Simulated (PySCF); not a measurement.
Orbital energies, ionisation energy and electron affinity

Species: C₇H₄FO (charge +1).
Bonds: C1–C2 (triple), C2–C3, C3–C4 (aromatic), C4–C5 (aromatic), C5–F6, C5–C7 (aromatic), C7–C8 (aromatic), C8–O9 (aromatic), C3–O9 (aromatic). Hydrogens: H10 on C1; H11 on C4; H12 on C7; H13 on C8.

Level: wB97X-D/def2-SVPD (PySCF). Frontier orbitals with their largest atomic shares (Löwdin; up to four atoms above 4 %):

| orbital | ε (eV) | main atoms |
| --- | --- | --- |
| HOMO−3 | -16.95 | C3 22 %, C2 20 %, C4 15 %, C1 12 % |
| HOMO−2 | -16.42 | C7 26 %, C5 19 %, F6 16 %, O9 12 % |
| HOMO−1 | -15.28 | C2 45 %, C1 42 %, C3 5 % |
| HOMO | -14.50 | ? |
| LUMO | -6.20 | C5 19 %, C3 19 %, O9 14 %, C8 11 % |
| LUMO+1 | -4.88 | C8 22 %, C4 20 %, C7 17 %, C5 10 % |
| LUMO+2 | -2.58 | C1 35 %, C2 28 %, C3 11 %, O9 8 % |

Problem. What vertical ionisation energy does ΔSCF give, and how far is −ε(HOMO) from it?

Solution. ΔSCF: 14.72 eV (1420 kJ/mol; threshold wavelength 84.2 nm); ⟨S²⟩ of the doublet left behind is 0.790, against 0.75 for a pure doublet. −ε(HOMO) is 14.50 eV, 0.22 eV below it. In exact Kohn–Sham theory the two would be equal; wB97X-D (range-separated hybrid) comes within 0.22 eV of that here. Holes in the HOMO−1 and HOMO−2 were tried too where these lie within 1.2 eV of the HOMO; the lowest converged state counts.

Problem. On which atoms does the HOMO lie?

Solution. C1 (terminal alkyne carbon) 27 %, C2 (alkyne carbon) 26 %, C4 (aromatic CH carbon) 13 %, C8 (aromatic CH next to a ring oxygen) 9 %, so no atom holds as much as 40 %. The HOMO−1 lies 0.78 eV lower.

Problem. And the vertical electron affinity, the fundamental gap, Mulliken's electronegativity and the hardness (with the factor ½)?

Solution. EA = 6.07 eV by ΔSCF (−ε(LUMO) = 6.20 eV). IE − EA = 8.65 eV against an orbital gap of 8.30 eV; (IE + EA)/2 = 10.39 eV; (IE − EA)/2 = 4.33 eV. Parr's electrophilicity index (IE + EA)²/[8(IE − EA)] is 6.25 eV.

Problem. How many of the 10 lowest singlet excitations (vertical TDDFT, same level) lie below the ionisation energy?

Solution. All 10; they run from 4.33 to 7.43 eV.

Problem. Shift the occupied levels rigidly so that −ε(HOMO) equals the ΔSCF value. What binding energies result?

Solution. The shift is +0.22 eV: HOMO 14.72, HOMO−1 15.50, HOMO−2 16.64, HOMO−3 17.17 eV. A rigid shift is only a rough guide to the deeper ionisations.

Problem. What total energies stand behind the ΔSCF value?

Solution. E(N) = -443.38642 Eh and E(N − 1) = -442.84541 Eh at the same geometry, 0.54101 Eh apart. With one more electron, E(N + 1) = -443.60954 Eh.

Problem. What kinetic energy would electrons from this vertical process carry with 118.2 nm light (10.49 eV)?

Solution. The photon is 4.23 eV short of the vertical value.

Isolated species at its PBE0-D3(BJ)/def2-SVP geometry, gas phase.

Note: wB97X-D ran without an empirical dispersion term, which enters the total energy and its gradient alone.
